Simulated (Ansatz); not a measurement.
Relaxation of AsH$_{2}$S (4 atoms, charge -1, multiplicity 1), to a largest force component of 0.015 eV/Å in at most 40 steps.

Computed with RKS PBE/def2-SVP (Ansatz).

```xyz
4
Properties=species:S:1:pos:R:3:forces:R:3
S 0.192 -2.474 0.886 -0.19 -1.21 0.69
As 0.109 -0.627 -0.132 -0.43 0.61 -0.30
H 1.095 -0.842 -1.317 0.28 0.10 -0.54
H 1.262 0.183 0.528 0.34 0.49 0.16
```

Q: Where does it end, and by what steps?

A: The forces met the threshold. Limits of this set-up: an anion without diffuse functions, the dipole of an ion depends on the origin. After 3 steps the energy has fallen by 0.085 eV; S1 moved furthest, 0.09 Å.

```tsv
step	energy less start (eV)	largest force component (eV/Å)	accepted
0	0.0000	1.206	yes
1	-0.0447	0.589	yes
2	-0.0845	0.047	yes
3	-0.0846	0.007	yes
```

```xyz
4
Properties=species:S:1:pos:R:3
S 0.150 -2.546 0.930
As 0.120 -0.643 -0.124
H 1.108 -0.812 -1.368
H 1.280 0.241 0.528
```

Whether the end is a true minimum wasn't checked by a vibrational analysis.

Time of the run: 5.3 s on 1 thread of Arm Neoverse V1, with other jobs on the host, peak memory 0.1 GiB.
